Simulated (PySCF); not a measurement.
CH₄OSSn, neutral, multiplicity 1. Atoms are numbered in the order given.

```xyz
8

Sn     0.7364     0.2449     0.0000
O      0.1496    -1.6726     0.0000
C     -1.1631    -2.1696     0.0000
H     -1.7379    -1.8460    -0.8901
H     -1.7379    -1.8460     0.8901
H     -1.1368    -3.2740     0.0000
S     -1.5806     1.1670     0.0000
H     -1.1368     2.4471     0.0000
```
Charge 0, spin multiplicity 1.

The structure is a stationary point at B3LYP-D3(BJ)/def2-SVP. The def2 effective core potentials stand for the cores of Sn; spin–orbit coupling is left out. One conformer was computed; it need not be the lowest.

All values below come from TDDFT-PBE0/def2-SVPD (PySCF 2.14.0).

Vertical excitations. Isolated molecule, no solvent. State labels are in the subgroup Cs.

| state | symmetry | energy (eV) | λ (nm) | f | main pairs |
|---|---|---|---|---|---|
| S1 | A" | 3.90 | 318 | 0.028 | HOMO→LUMO 99 % |
| S2 | A' | 4.17 | 297 | 0.025 | HOMO−1→LUMO 94 % |
| S3 | A" | 4.24 | 292 | 0.005 | HOMO−3→LUMO 99 % |
| S4 | A' | 4.66 | 266 | 0.033 | HOMO−2→LUMO 94 % |
| S5 | A" | 5.47 | 227 | 0.014 | HOMO−1→LUMO+1 98 % |
| S6 | A' | 5.90 | 210 | 0.166 | HOMO→LUMO+1 71 %, HOMO→LUMO+2 22 % |
| S7 | A" | 5.97 | 208 | 0.000 | HOMO−2→LUMO+1 84 % |
| S8 | A' | 6.13 | 202 | 0.038 | HOMO−3→LUMO+1 91 % |
| S9 | A" | 6.15 | 202 | 0.002 | HOMO−1→LUMO+2 82 % |
| S10 | A" | 6.30 | 197 | 0.036 | HOMO−1→LUMO+3 84 % |
| T1 | A" | 2.96 | 418 | 0 | HOMO→LUMO 98 % |
| T2 | A' | 3.44 | 361 | 0 | HOMO−1→LUMO 99 % |
| T3 | A' | 3.79 | 327 | 0 | HOMO−2→LUMO 98 % |
| T4 | A" | 4.04 | 307 | 0 | HOMO−3→LUMO 98 % |
Triplets are in the Tamm–Dancoff approximation, which puts them higher than full response would, so one can lie above its singlet here.
